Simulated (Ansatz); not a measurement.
C6H15ClGeO3, SMILES `CC[O][Ge]([Cl])([O]CC)[O]CC`, one more setting.

```yaml
crystal:
  periodic: [false, false, false]
  atoms:
    - {symbol: C, position_ang: [-0.538039, 2.321381, -2.836038]}
    - {symbol: C, position_ang: [-0.722566, 1.971414, -1.549338]}
    - {symbol: O, position_ang: [-0.183171, 0.986312, -0.977248]}
    - {symbol: Ge, position_ang: [0.034677, 0.684027, 0.910899]}
    - {symbol: Cl, position_ang: [0.140109, 2.420274, 2.307063]}
    - {symbol: O, position_ang: [-1.751603, 0.111965, 1.006296]}
    - {symbol: C, position_ang: [-1.847190, -1.221817, 0.486196]}
    - {symbol: C, position_ang: [-3.359714, -1.818470, 0.884414]}
    - {symbol: O, position_ang: [1.019880, -0.630511, 1.220312]}
    - {symbol: C, position_ang: [2.732007, -0.032102, 0.935127]}
    - {symbol: C, position_ang: [3.305053, -1.437972, 1.376143]}
    - {symbol: H, position_ang: [-0.868512, 2.869342, -3.329288]}
    - {symbol: H, position_ang: [0.943133, 2.321291, -2.965080]}
    - {symbol: H, position_ang: [-0.321059, 1.406955, -3.299250]}
    - {symbol: H, position_ang: [-0.664745, 3.079160, -0.717076]}
    - {symbol: H, position_ang: [-1.638115, 1.615542, -1.817079]}
    - {symbol: H, position_ang: [-1.895774, -1.212207, -0.184975]}
    - {symbol: H, position_ang: [-1.139935, -2.206994, 0.900314]}
    - {symbol: H, position_ang: [-3.719983, -2.697171, 0.522764]}
    - {symbol: H, position_ang: [-3.567122, -1.891652, 1.958579]}
    - {symbol: H, position_ang: [-4.055867, -0.969194, 0.541857]}
    - {symbol: H, position_ang: [2.964469, 0.593693, 1.610600]}
    - {symbol: H, position_ang: [2.834555, -0.059116, -0.198215]}
    - {symbol: H, position_ang: [4.616193, -1.200904, 1.042181]}
    - {symbol: H, position_ang: [3.251009, -1.771211, 2.545478]}
    - {symbol: H, position_ang: [3.179851, -2.357755, 0.698721]}
basis:
  gaussian: {orbitals: def2-TZVP, fitting: {mean_field: cc-pVTZ-jkfit}}
hamiltonian: {xc: {name: PBE0-DH}}
accuracy: high
```

```sh
$ ansatz run in.yaml --threads 11 --pin off --events-out ev --progress --plain --max-ram 120832MiB --backend cuda --devices 0, --max-vram 75GiB
```

It prints (some lines left out):

```
Functional definition: PBE0-DH
1489 factors; integrals over basis functions are off by at most 6.9e-1 eV
mean field evaluation 1: about -81581.0768 eV, gradient 9.1e1 eV
mean field evaluation 2: about -81581.0755 eV, gradient 9.1e1 eV
mean field evaluation 4: about -81598.1838 eV, gradient 1.8e1 eV
mean field evaluation 8: about -81598.8063 eV, gradient 1.9e-1 eV
mean field evaluation 16: about -81598.8067 eV, gradient 3.6e-4 eV
mean field -81598.80669922 eV, -2998.7008365385 hartree, gradient 4.2e-8 eV, S^2 0.000000; 0 other end points of the search recorded, 0 dependent functions left out
23 core orbitals not correlated: weight in the atoms' cores, before any rotation towards them, 1.000 or more for the frozen orbitals, at most 0.000 for the correlated occupied ones
reference -81598.80670246 eV, -2998.7008366576 hartree; 39, 39 occupied and 392, 392 virtual orbitals, 1489 factors
second order -73.65771366 eV of doubles, -0.00000000 eV of singles
Total energy: -81608.01391666 eV, -2999.0391955388 hartree
```

It took 2.6 s on 11 threads of an AMD EPYC 7R13 on a shared host and a whole NVIDIA H100 80 GB, with 1.9 GiB of host memory at the peak.
